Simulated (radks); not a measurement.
Ti XV, configuration [He] 2s2 2p3.75 3d0.25 (fractional occupations, a model configuration). Calculated with a radial shooting solver on a logarithmic mesh with Libxc functionals: Dirac Kohn-Sham, revPBE, spin-unpolarised, spherical densities, point nucleus; open shells fill j = l - 1/2 first. Some entries of the table are withheld. Estimate them.

| orbital | occ. | eigenvalue (eV) | <r^2> (bohr^2) | r(max) (bohr) |
|---|---|---|---|---|
| 1s1/2 | 2 | -5425.069 | 0.006470 | 0.04550 |
| 2s1/2 | 2 | -999.4803 | 0.1115 | 0.2606 |
| 2p1/2 | 2 | -925.6280 | 0.08772 | 0.2085 |
| 2p3/2 | 1.75 | -918.9308 | 0.08911 | 0.2105 |
| 3s1/2 | 0 | -383.6584 | (1) | 0.7235 |
| 3p1/2 | 0 | -360.7055 | (2) | 0.7000 |
| 3p3/2 | 0 | -359.1613 | (3) | 0.7036 |
| 3d3/2 | 0.25 | -329.4467 | (4) | 0.5709 |
| 3d5/2 | 0 | -329.1279 | (5) | 0.5719 |
| 4d3/2 | 0 | (6) | 2.185 | (7) |
| 4d5/2 | 0 | (8) | 2.188 | (9) |
| 4f5/2 | 0 | -175.2002 | (10) | 1.088 |
| 4f7/2 | 0 | -175.1539 | (11) | 1.088 |

Answer. 
(1) 3s1/2 <r^2> (bohr^2): 0.6700
(2) 3p1/2 <r^2> (bohr^2): 0.6452
(3) 3p3/2 <r^2> (bohr^2): 0.6510
(4) 3d3/2 <r^2> (bohr^2): 0.5227
(5) 3d5/2 <r^2> (bohr^2): 0.5242
(6) 4d3/2 eigenvalue (eV): -180.7341
(7) 4d3/2 r(max) (bohr): 1.389
(8) 4d5/2 eigenvalue (eV): -180.5989
(9) 4d5/2 r(max) (bohr): 1.391
(10) 4f5/2 <r^2> (bohr^2): 1.665
(11) 4f7/2 <r^2> (bohr^2): 1.666
